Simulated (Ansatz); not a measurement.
Zr3O5. Charge 0, multiplicity 3. Geometry PBE0-D4/def2-SVP; atoms count from 1.

```xyz
8

Zr    1.0827    1.6132    0.3344
Zr   -1.5120   -0.4969   -1.1634
Zr    1.4360   -1.8860    0.1693
O     2.0734   -0.0946    0.5667
O    -0.2565   -1.9894   -0.7784
O    -2.9743   -0.6114   -0.2088
O     0.6276    2.3180    1.8702
O    -0.4769    1.1471   -0.7900
```

In the def2 sets Zr takes a core potential; there is no spin–orbit coupling. At PBE0-D4/def2-TZVP a singlet of charge 0 lies 0.61 eV below the triplet, each at its own geometry. The structure comes from a short search, and lower isomers may exist.

Problem. Estimate the Mulliken populations from the PBE0/def2-TZVP orbitals of Ansatz.

Solution. 
```
atom  charge (e)  spin (α − β)  d electrons
 Zr1        1.43          0.05         2.08
 Zr2        1.43          0.05         2.08
 Zr3        0.83          1.94         2.21
  O4       -0.80         -0.03            –
  O5       -0.80         -0.03            –
  O6       -0.62          0.00            –
  O7       -0.62          0.00            –
  O8       -0.85          0.01            –
```
Mulliken values depend strongly on the basis.

Problem. Where does the spin sit?

Solution. Summed by element: Zr 2.05, O -0.05, of 2 unpaired in all. Largest on single atoms: Zr3 1.94, Zr1 0.05, Zr2 0.05.

Problem. And the Mayer bond orders between heavy atoms (over 0.3)?

Solution. Zr1–O4 0.86 (1.99 Å); Zr1–O7 2.05 (1.75 Å); Zr1–O8 0.87 (1.98 Å); Zr2–O5 0.86 (1.99 Å); Zr2–O6 2.05 (1.75 Å); Zr2–O8 0.87 (1.98 Å); Zr3–O4 1.02 (1.94 Å); Zr3–O5 1.02 (1.94 Å).
